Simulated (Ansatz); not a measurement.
This geometry of C$_{2}$H$_{7}$BO$_{2}$ (12 atoms, charge 0, multiplicity 1) is a first-order saddle point.

Computed with RHF/def2-SVP in Ansatz.

```xyz
12
Properties=species:S:1:pos:R:3
B -1.157 0.968 0.257
C 0.139 0.237 -0.303
C 0.473 -0.895 0.702
O -0.037 -0.286 -1.598
O 1.176 1.151 -0.401
H -1.058 1.880 1.024
H -2.238 0.523 -0.021
H 0.435 -1.869 0.214
H -0.220 -0.925 1.551
H 1.470 -0.745 1.113
H -0.798 -0.843 -1.633
H 1.891 0.748 -0.873
```

Problem. Which two structures does it join? (They come from a converged band through this point; their orientation in space is the band's.)

Solution. No bond is made or broken. The dihedral B1–C2–C3–H9 goes from -69 to 59°.

Initial state:

```xyz
12
Properties=species:S:1:pos:R:3
B -1.369 0.844 -0.079
C 0.129 0.308 -0.064
C 0.395 -1.011 0.645
O 0.315 0.163 -1.469
O 0.998 1.286 0.374
H -1.585 2.017 -0.131
H -2.266 0.049 -0.144
H -0.281 -1.797 0.304
H 0.262 -0.891 1.720
H 1.424 -1.336 0.463
H 0.168 -0.730 -1.742
H 1.887 1.042 0.157
```

Final state:

```xyz
12
Properties=species:S:1:pos:R:3
B -1.165 1.023 0.245
C 0.098 0.205 -0.293
C 0.566 -0.825 0.734
O -0.226 -0.439 -1.507
O 1.119 1.092 -0.590
H -1.062 2.141 0.655
H -2.230 0.467 0.265
H 1.417 -1.378 0.328
H -0.221 -1.544 0.975
H 0.882 -0.337 1.657
H -0.895 -1.091 -1.370
H 1.796 0.631 -1.065
```

Problem. How far does it lie above each of them?

Solution. 0.180 eV above the first and 0.164 eV above the second. This is the barrier of this one path; another mechanism may lie lower.

Run time: 8.8 min on 1 CPU thread of a shared host.
